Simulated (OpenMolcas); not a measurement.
Computed transition rates of As

```
Program             : OpenMolcas
Method              : SS-RASPT2, IPEA 0.25 Eh, imaginary shift 0.1 Eh (closed shells correlated: 3d)
Basis               : ANO-RCC-VQZP [7s6p4d2f1g]
Scalar Hamiltonian  : DKH2, point nucleus
Active space        : 5 electrons in 9 orbitals (RAS2 4s 4p; RAS3 4d, at most 2 electrons)
State averaging     : 2S+1 = 4 odd, 1 root; 2S+1 = 2 odd, 8 roots; 2S+1 = 4 even, 3 roots; 2S+1 = 2 even, 5 roots (0 in the spin-orbit step)
Spin-orbit coupling : RASSI with atomic mean-field integrals over the reference wave functions, term energies averaged over their components
```

Rates come from the transition moments of the reference wave functions (E1 and E2 in the length form). At fixed line strength A goes as λ^-3 for E1 and M1 and as λ^-5 for E2, so a rate at the computed wavelength can be rescaled to the measured one. Measured vacuum wavelengths follow from level energies in NIST Handbook of Basic Atomic Spectroscopic Data. Branching counts decays inside the model space alone, at computed energies, and the table is only a selection of the E2 and M1 lines, drawn from those between levels with measured partners whose computed energy lies within a factor of 1.5 of the measured one.

```tsv
Upper	Lower	Type	λ computed (nm)	λ measured (nm)	A computed (s-1)	A rescaled (s-1)	Branching %
4s2 4p3 2D* 5/2	4s2 4p3 2D* 3/2	M1	44550	31040	1.19e-04	3.52e-04	3.7
4s2 4p3 2P* 1/2	4s2 4p3 2D* 5/2	E2	1307	1375	7.00e-02	5.43e-02	7.5
4s2 4p3 2P* 1/2	4s2 4p3 2D* 3/2	M1	1270	1317	2.41e-01		25.9
4s2 4p3 2P* 1/2	4s2 4p3 2D* 3/2	E2	1270	1317	1.19e-01	9.92e-02	12.8
4s2 4p3 2P* 3/2	4s2 4p3 2D* 5/2	M1	1262	1293	2.23e-01		11.0
4s2 4p3 2P* 3/2	4s2 4p3 2D* 5/2	E2	1262	1293	1.42e-01	1.26e-01	7.0
4s2 4p3 2P* 3/2	4s2 4p3 2D* 3/2	M1	1227	1241	4.27e-01		21.1
4s2 4p3 2P* 3/2	4s2 4p3 2D* 3/2	E2	1227	1241	6.35e-02	6.00e-02	3.1
4s2 4p3 2D* 3/2	4s2 4p3 4S* 3/2	M1	915.4	944	3.49e-02		96.4
4s2 4p3 2D* 3/2	4s2 4p3 4S* 3/2	E2	915.4	944	1.30e-03		3.6
4s2 4p3 2D* 5/2	4s2 4p3 4S* 3/2	E2	897	916.2	2.23e-03		68.7
4s2 4p3 2D* 5/2	4s2 4p3 4S* 3/2	M1	897	916.2	8.96e-04		27.6
4s2 4p3 2P* 1/2	4s2 4p3 4S* 3/2	M1	532	549.9	4.98e-01		53.6
4s2 4p3 2P* 3/2	4s2 4p3 4S* 3/2	M1	524.3	536.3	1.17e+00		57.8
```

Spin-changing lines and M1 lines between different terms are not rescaled, since their strength hangs on the term gaps too.

The largest correction is for 4s2 4p3 2D* 5/2 → 4s2 4p3 2D* 3/2 (M1): 1.19e-04 × (44550 / 31040)^3 = 3.52e-04 s-1, a factor of 2.96.

No measured rate stands beside these. Rescaling mends the energy factor alone: line strengths can still be far off where a level mixes with configurations outside the active space, and weak or spin-changing lines hang on small mixing coefficients that depend on the term gaps too, so rescaling need not improve them.

Some high roots are left out of the spin-orbit mixing, which shifts the levels that they would mix with. Active for correlation alone: 4d; no level in the range computed is led by a configuration that fills it, so any true level of that kind is missing. Computed and measured levels are paired by configuration, term and J; levels that our copy of the source lacks, or whose pairing is in doubt (as where it misses far off the trend of its configuration), stay unpaired. Only configurations of the active space appear.

* marks odd parity.
